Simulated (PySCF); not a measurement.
C₅H₈O₃, SMILES C=CC(=O)OCCO. The structure is a stationary point at PBE-D3(BJ)/def2-SVP. One conformer was computed; it need not be the lowest.

Computed equilibrium geometry at PBE-D3(BJ)/def2-SVP (PySCF confirms it by a frequency run) as bond lengths and angles (one conformer of several):
Atoms: C1 C2 C3 O4 O5 C6 C7 O8 H9 H10 H11 H12 H13 H14 H15 H16. Bonds (Å): C1–C2 1.345, C1–H9 1.100, C1–H10 1.102, C2–C3 1.488, C2–H11 1.101, C3–O4 1.219, C3–O5 1.364, O5–C6 1.436, C6–C7 1.534, C6–H12 1.110, C6–H13 1.109, C7–O8 1.413, C7–H14 1.109, C7–H15 1.118, O8–H16 0.975. Angles (°): C2–C1–H9 121.8, C2–C1–H10 119.6, H9–C1–H10 118.6, C1–C2–C3 120.6, C1–C2–H11 122.5, C3–C2–H11 116.9, C2–C3–O4 125.9, C2–C3–O5 110.2, O4–C3–O5 123.9, C3–O5–C6 116.1, O5–C6–C7 111.7, O5–C6–H12 105.3, O5–C6–H13 110.2, C7–C6–H12 110.4, C7–C6–H13 109.6, H12–C6–H13 109.5, C6–C7–O8 111.4, C6–C7–H14 108.7, C6–C7–H15 109.1, O8–C7–H14 106.9, O8–C7–H15 113.2, H14–C7–H15 107.4, C7–O8–H16 107.6.
